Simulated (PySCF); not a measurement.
C₂H₅ClFNSi, SMILES [Si@@H](/C=N/C)(F)Cl. Heavy atoms are numbered as in [CH3:1]/[N:2]=[CH:3]/[Si@H:4]([F:5])[Cl:6]. Hydrogens are named by the atom that carries them.

The structure is a stationary point at PBE0-D3(BJ)/def2-SVP. The structure was generated by enumeration; whether it is a known compound was not checked. The values are those of a single conformer.

All values below come from KT2/pcSseg-1 (PySCF).

GIAO shieldings, no solvent; atoms alike by connectivity are averaged. δ = σ(ref) − σ: ¹³C against TMS (σ = 185.1 ppm); ¹⁵N against NH3 (σ = 266.2 ppm); ²⁹Si against TMS (σ = 361.9 ppm); ¹⁹F against CFCl3 (σ = 127.1 ppm); ³⁵Cl against HCl (σ = 945.4 ppm); ¹H against TMS (σ = 31.47 ppm), references at their B3LYP-D3(BJ)/def2-TZVP geometries, non-relativistic (without spin–orbit terms, shifts of atoms bonded to Cl or Br come out too high).

```
nucleus      atoms  count  δ (ppm)
-------  ---------  -----  -------
¹³C        C3 (CH)      1    166.3
¹³C       C1 (CH3)      1     59.4
¹⁵N             N2      1    422.6
²⁹Si     Si4 (SiH)      1     -3.0
¹⁹F             F5      1   -184.2
³⁵Cl           Cl6      1     78.7
¹H         H on C3      1     8.38
¹H        H on Si4      1     5.63
¹H         H on C1      3     3.96
```
